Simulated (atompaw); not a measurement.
# What one change does to a pseudopotential (Ni, PAW (atompaw))

| Property | Result |
| --- | --- |
| Element | nickel (Ni) |
| Generator | atompaw 4.2.0.5 |
| Type | PAW |
| Functional | PBE |
| Relativity | scalar-relativistic |
| Frozen core | [Ar] |
| Valence charge | 10 |
| Reference configuration | 3d8 4s1.5 4p0.5 |
| Partial waves | 4s (bound): rc 2.20 bohr; 4s channel at 2.45 Ry: rc 2.10 bohr; 4p (bound): rc 2.20 bohr; 4p channel at 4.55 Ry: rc 2.20 bohr; 3d (bound): rc 0.90 bohr; 3d channel at -0.3 Ry: rc 0.90 bohr |
| Local potential | bessel scheme, radius 2.05 bohr |
| Core correction | smooth core density matched at 1.55 bohr |
| Augmentation charge | besselshape compensation charge, radius 1.75 bohr; PAW radius 2.20 bohr; waves and projectors: custom polynom vanderbiltortho |

Change: wave 4p channel at 4.55 Ry: rc 2.20 bohr becomes 4p channel at 0.29 Ry: rc 2.20 bohr.

Cutoffs: the cutoffs (Ry, on a coarse ladder) from which the occupation-weighted sum of valence levels, in a spherical-Bessel basis at the reference potential, stays within 10 and 1 mRy of its value at 400 Ry; they do not see the model core or the augmentation charge, which bear on the density cutoff.

Q: What does the change do?

A: The potential gets neither clearly harder nor softer (180 Ry and 300 Ry → 180 Ry and 300 Ry); a bound ghost appears in p, which as a rule spoils a file.

```csv
quantity,base,changed
"cutoff, loose",180 Ry,180 Ry
"cutoff, tight",300 Ry,300 Ry
loose cutoff by channel (10 mRy a level),"s 6 Ry, p 6 Ry, d 110 Ry","s 6 Ry, p 8 Ry, d 110 Ry"
bound ghosts,none,p
s: phases at 2.22 bohr within 0.05 rad from the reference energy up to (Ry; the scan ends near 5),to the end of the scan,to the end of the scan
p: phases at 2.22 bohr within 0.05 rad from the reference energy up to (Ry; the scan ends near 5),to the end of the scan,to the end of the scan
d: phases at 2.22 bohr within 0.05 rad from the reference energy up to (Ry; the scan ends near 5),to the end of the scan,to the end of the scan
lowest overlap eigenvalue by channel,"s 0.37, p 0.42, d 1.00","s 0.37, p 0.58, d 1.00"
```

 A true bound ghost makes a file unfit for plane-wave use even where its test errors are small: the radial tests pick states by their node count and pass the ghost by. The cutoffs see the waves, projectors and local potential, not the compensation charge or the core.
